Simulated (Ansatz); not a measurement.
**Reading a saddle point**

A first-order saddle point of AlBHCl$_{5}$, singlet, PBE0-D4/def2-TZVP, with one imaginary mode of 137i cm⁻¹:

| atom | x (Å) | y (Å) | z (Å) |
| --- | --- | --- | --- |
| Al1 | -0.7644 | 0.7116 | -0.9367 |
| H2 | 0.7250 | 0.1841 | -1.0437 |
| Cl3 | -2.2756 | -0.3610 | -1.9057 |
| Cl4 | -1.0766 | 2.7341 | -0.5048 |
| B5 | 0.8888 | -0.7978 | 1.0196 |
| Cl6 | -0.8172 | -0.3152 | 1.3725 |
| Cl7 | 2.1513 | 0.2323 | 1.5838 |
| Cl8 | 1.1687 | -2.3880 | 0.4151 |

Computed with Ansatz 0.2.0 (basis: def2-TZVPP and def2-QZVPP); correlated methods freeze the cores. Extrapolation: Hartree–Fock as exp(−7.88 √X), correlation as X^−2.97.

Which contacts change along the imaginary mode, and what lies on either side? (Judge from chemistry; the calculation decides.)

The calculation gives: The step is BCl₃ ([Cl][B]([Cl])[Cl]) + AlHCl₂ ([Cl][AlH][Cl]) → AlCl₃ ([Cl][Al]([Cl])[Cl]) + BHCl₂ ([Cl][BH][Cl]) (still joined by a long Al–H, B–Cl bond), with the molecules in contact on both sides. Shortening one way: Al1–Cl6, H2–B5; lengthening the same way: Al1–H2, B5–Cl6.
```
   pair  one side (Å)  saddle (Å)  other side (Å)
Al1–Cl6          2.63        2.53            2.18
  H2–B5          3.80        2.29            1.27
 Al1–H2          1.57        1.58            1.78
 B5–Cl6          1.77        1.81            2.11
```

Which side is lower, and how far does the saddle lie above each? (Judge from chemistry; the value comes from the calculation.)

The calculation gives: The side with Al1–Cl6, H2–B5 short is lower by 0.627 eV; the saddle lies 0.718 eV above it and 0.091 eV above the other (CCSD(T) at an estimated basis limit (MP2 extrapolated from triple and quadruple zeta, plus CCSD(T) − MP2 in triple zeta); electronic energies).

The T1 diagnostic stays at or below 0.011.

Ligand swaps between two centres remove the fluorinated layer in thermal atomic layer etching, and scramble precursors in the gas phase.

Labels in which every atom is bracketed show which atoms are joined, not bond orders.

For scale, one of the runs: CCSD(T)/def2-TZVPP, 297 basis functions, launched by `ansatz run in.yaml --threads 4 --pin off --events-out ev --progress --plain --max-ram 46080MiB --backend cuda --devices 0, --max-vram 37GiB`. The run took 6 s on 4 CPU threads of an AMD EPYC 7R13 and a share of one NVIDIA H100 (shared host), with 0.87 GiB of host memory at its peak.
